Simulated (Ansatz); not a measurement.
Start from `C[C](=O)[GeH2][F]` and change one atom or group to get `C[C](=O)[SnH3]`.

Ansatz, PBE0-D4/def2-TZVP geometries, multiplicity 1. Each molecule was computed in one conformer, which needn't be the lowest.

Elements past krypton have def2 core potentials. Scalar relativity is left out up to krypton.

```
                                        property  `C[C](=O)[GeH2][F]`
         HOMO–LUMO gap (ωB97M-V/def2-TZVPP) / eV                10.38
size of the dipole moment (B3LYP/def2-TZVPP) / D                 0.63
              LUMO energy (PBE0/def2-TZVPP) / eV                -1.37
             LUMO energy (B3LYP/def2-TZVPP) / eV                -1.63
           HOMO–LUMO gap (B3LYP/def2-TZVPP) / eV                 5.38
             HOMO energy (B3LYP/def2-TZVPP) / eV                -7.01
```

Question: What does the change do to each property? (An estimate is asked.)

Answer: Ansatz gave: 
| property | `C[C](=O)[SnH3]` | shift |
| --- | --- | --- |
| HOMO–LUMO gap (ωB97M-V/def2-TZVPP) / eV | 10.04 | -0.34 |
| size of the dipole moment (B3LYP/def2-TZVPP) / D | 2.31 | 1.68 |
| LUMO energy (PBE0/def2-TZVPP) / eV | -1.05 | 0.32 |
| LUMO energy (B3LYP/def2-TZVPP) / eV | -1.31 | 0.32 |
| HOMO–LUMO gap (B3LYP/def2-TZVPP) / eV | 5.19 | -0.19 |
| HOMO energy (B3LYP/def2-TZVPP) / eV | -6.50 | 0.51 |

With PBE0 the HOMO rises by 0.53 eV and the LUMO rises by 0.32 eV, so the gap narrows by about 0.21 eV. PBE moves the HOMO by 0.38 eV and ωB97M-V by 0.60 eV. Dipoles are sizes alone; their direction can turn.

B3LYP here is the variant with VWN-RPA as its local correlation; programs differ in this.
